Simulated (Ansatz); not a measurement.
One change: `C[C](=S)[GeH3]` becomes `C[C]([GeH3])=[Se]`.

Ansatz, PBE0-D4/def2-TZVP geometries, multiplicity 1. 

Scalar relativity is left out up to krypton.

| property | `C[C](=S)[GeH3]` |
| --- | --- |
| HOMO–LUMO gap (PBE0/def2-TZVPP) / eV | 3.96 |
| size of the dipole moment (B3LYP/def2-TZVPP) / D | 2.09 |
| HOMO–LUMO gap (B3LYP/def2-TZVPP) / eV | 3.55 |
| HOMO energy (ωB97M-V/def2-TZVPP) / eV | -8.43 |
| HOMO energy (B3LYP/def2-TZVPP) / eV | -6.05 |
| HOMO–LUMO gap (PBE/def2-TZVPP) / eV | 1.87 |

(1) Give the same properties after the change, and the shifts. (Estimate.)

Answers

(1) Computed: 
```json
{"property": "HOMO–LUMO gap (PBE0/def2-TZVPP) / eV", "`C[C]([GeH3])=[Se]`": "3.52", "shift": "-0.44"}
{"property": "size of the dipole moment (B3LYP/def2-TZVPP) / D", "`C[C]([GeH3])=[Se]`": "2.04", "shift": "-0.05"}
{"property": "HOMO–LUMO gap (B3LYP/def2-TZVPP) / eV", "`C[C]([GeH3])=[Se]`": "3.12", "shift": "-0.43"}
{"property": "HOMO energy (ωB97M-V/def2-TZVPP) / eV", "`C[C]([GeH3])=[Se]`": "-8.23", "shift": "0.20"}
{"property": "HOMO energy (B3LYP/def2-TZVPP) / eV", "`C[C]([GeH3])=[Se]`": "-5.87", "shift": "0.18"}
{"property": "HOMO–LUMO gap (PBE/def2-TZVPP) / eV", "`C[C]([GeH3])=[Se]`": "1.57", "shift": "-0.30"}
```

With PBE0 the HOMO rises by 0.18 eV and the LUMO falls by 0.25 eV, so the gap narrows by about 0.43 eV. PBE moves the HOMO by 0.13 eV and ωB97M-V by 0.20 eV. Dipoles are sizes alone; their direction can turn.

B3LYP here is the variant with VWN-RPA as its local correlation; programs differ in this.

Spin–orbit coupling is left out; it splits and shifts lone-pair levels of the heavy atoms by tenths of an eV.
